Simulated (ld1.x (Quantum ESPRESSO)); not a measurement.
In, TM: configuration errors across variants

indium, norm-conserving Troullier–Martins (Kleinman–Bylander form), made with ld1.x (Quantum ESPRESSO) 7.5 (LDA (PZ), scalar-relativistic). Core [Kr] 4d10, reference 5s2 5p0.75 (charge +0.25). Waves: 5s (bound): rc 2.35 bohr; 5d channel at 0.35 Ry: rc 2.25 bohr; 5p (bound): rc 2.00 bohr. Local part: the p channel. Core correction: a·sin(br)/r model core, default radius (core density twice the valence density).

All-electron excitation energies from the reference (eV): (1) 5s2 5p1 -0.845; (2) 5s2 5p0 4.749; (3) 5s1 5p0 24.410; (4) 5s1 5p1 11.445; (5) 5s0 5p3 11.317; (6) 5s2 5p1.3 -1.427; (7) 5s2 5p0.5 1.200; (8) 5s2 5p0.75 spin -0.072; (9) 5s2 5p1 spin -0.962.

Spin tests fill each open shell by Hund’s rule, majority spin first.

A true bound ghost makes a file unfit for plane-wave use even where its test errors are small: the radial tests pick states by their node count and pass the ghost by.

Errors AE − PS in meV (a dash: test not solved or not reliable):

```tsv
change	(1)	(2)	(3)	(4)	(5)	(6)	(7)	(8)	(9)	bound ghosts
base	-0.2	-12	-203	-49	-53	-0.9	-1.0	-0.5	-0.9	s, d
all radii but the core radius scaled by about 0.77 (s 1.80, p 1.54, d 1.72 bohr)	+0.2	-11	-194	-7.1	-8.4	+0.8	-0.5	+1.1	+1.7	s
all radii but the core radius scaled by about 0.84 (s 1.98, p 1.68, d 1.90 bohr)	-0.1	-11	-193	-33	-26	-0.3	-0.8	-0.1	-0.2	s, d
all radii but the core radius scaled by about 0.94 (s 2.22, p 1.88, d 2.12 bohr)	-0.2	-11	-196	-45	-43	-0.8	-0.9	-0.5	-0.9	s, d
all radii but the core radius scaled by about 1.09 (s 2.56, p 2.18, d 2.46 bohr)	-0.1	-8.6	-170	-47	-75	-0.5	-0.8	-0.3	-0.4	d
all radii but the core radius scaled by about 1.16 (s 2.74, p 2.32, d 2.62 bohr)	-0.1	-9.1	-186	-55	-101	-0.6	-0.8	-0.2	-0.4	d
all radii but the core radius scaled by about 1.25 (s 2.94, p 2.50, d 2.82 bohr)	-0.1	-8.7	-199	-66	-139	-0.6	-0.8	-0.1	-0.2	none
```

(1) Give the same row for: all radii but the core radius scaled by about 1.35 (s 3.16, p 2.70, d 3.02 bohr).

Results:

(1) 0.0, -7.6, -213, -77, -186, -0.4, -0.7, 0.0, 0.0; bound ghosts: none.
